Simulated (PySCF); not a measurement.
An equivalent PySCF input for P⁺ (phosphorus, charge +1), [Ne] 3s2 3p2, high-spin 3P determinant, with the non-relativistic Hamiltonian (point nucleus):

```python
from pyscf import gto, scf, dft, mp, cc
import basis_set_exchange as bse
mol = gto.M(atom="P 0 0 0", charge=1, spin=2, symmetry="D2h",
            basis=gto.basis.parse(bse.get_basis("6-31G*", elements=["P"], fmt="nwchem", header=False)))
mf = dft.UKS(mol, xc="MN15")
mf.irrep_nelec = {'Ag': (3, 3), 'B1u': (2, 1), 'B2u': (2, 1), 'B3u': (1, 1)}
mf.kernel()
```

It reaches the same state as the run whose output follows, with an energy that differs only through the grid. The run itself started from symmetry-adapted Hartree-Fock orbitals and held the occupation by maximum overlap, on a logarithmic radial grid, so the iterations belong to that start.

```
SCF conv_tol = 1e-09
number electrons alpha = 8  beta = 6
XC functionals = MN15
    H. S. Yu, X. He, S. L. Li, and D. G. Truhlar.,  Chem. Sci. 7, 5032-5051 (2016)
    H. S. Yu, X. He, S. L. Li, and D. G. Truhlar.,  Chem. Sci. 7, 5032-5051 (2016)
cycle= 1 E= -340.714100841297  delta_E= -0.00423  |g|= 0.00885  |ddm|= 0.0933
cycle= 2 E= -340.71417622319  delta_E= -7.54e-05  |g|= 0.0023  |ddm|= 0.011
cycle= 3 E= -340.714182062243  delta_E= -5.84e-06  |g|= 0.000228  |ddm|= 0.00352
cycle= 4 E= -340.714182108513  delta_E= -4.63e-08  |g|= 1.5e-05  |ddm|= 0.000326
cycle= 5 E= -340.714182108694  delta_E= -1.81e-10  |g|= 7.78e-07  |ddm|= 2.61e-05
converged SCF energy = -340.714182108694  <S^2> = 2.0016941  2S+1 = 3.0011292
```
